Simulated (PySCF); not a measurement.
PySCF input for silacyclobutane (C3H8Si), SMILES C1C[SiH2]C1, IEF-PCM-B3LYP/def2-SVP. Geometry: B3LYP-D3(BJ)/def2-SVP.

```python
import numpy as np
from pyscf import gto, scf, dft
from pyscf.solvent import pcm

mol = gto.M(
    atom='''
    C     1.33515375   -0.18309968   -0.00000000
    C     0.39860090    0.15298413   -1.20471348
    Si   -1.06153127   -0.05649350    0.00000000
    C     0.39860091    0.15298413    1.20471347
    H     2.29716110    0.35684130   -0.00000001
    H     1.57114935   -1.25998598   -0.00000000
    H     0.50779689    1.20565534   -1.51374959
    H     0.50574207   -0.48102913   -2.09647155
    H    -1.64995328   -1.42956687    0.00000000
    H    -2.17813076    0.93715668   -0.00000000
    H     0.50779690    1.20565534    1.51374957
    H     0.50574207   -0.48102912    2.09647154
    ''',
    basis='def2-SVP',
    charge=0,
    spin=0,
    max_memory=1600,
    verbose=3,
)
mf = dft.RKS(mol, xc='b3lyp').density_fit(auxbasis='def2-universal-jkfit')
mf.grids.level = 3
mf.conv_tol = 1e-9
mf.max_cycle = 100
mf.kernel()
res = {}
for name, eps in {'water': 78.355, 'toluene': 2.3741, 'chloroform': 4.7113}.items():
    s = mf.PCM()
    s.with_solvent.method, s.with_solvent.eps, s.with_solvent.lebedev_order = 'IEF-PCM', eps, 29
    s.kernel(mf.make_rdm1())
    res[name] = (s.e_tot, eps, s.dip_moment(), s.mo_energy, s.converged)
    print(f'{name}: electrostatic solvation free energy {(s.e_tot - mf.e_tot) * 627.509474:.3f} kcal/mol')
```

Output:

```
converged SCF energy = -408.445822823667

WARN: PCM is an experimental feature. It is still in testing.
Features and APIs may be changed in the future.

converged SCF energy = -408.446664361313
Dipole moment(X, Y, Z, Debye):  0.53591,  0.21785,  0.00000
water: electrostatic solvation free energy -0.528 kcal/mol

WARN: PCM is an experimental feature. It is still in testing.
Features and APIs may be changed in the future.

converged SCF energy = -408.446207644555
Dipole moment(X, Y, Z, Debye):  0.45839,  0.17632,  0.00000
toluene: electrostatic solvation free energy -0.241 kcal/mol

WARN: PCM is an experimental feature. It is still in testing.
Features and APIs may be changed in the future.

converged SCF energy = -408.446411693651
Dipole moment(X, Y, Z, Debye):  0.49343,  0.19332,  0.00000
chloroform: electrostatic solvation free energy -0.370 kcal/mol
```

Self-consistency was reached.

Cost: about 50 core-seconds (a rough figure).
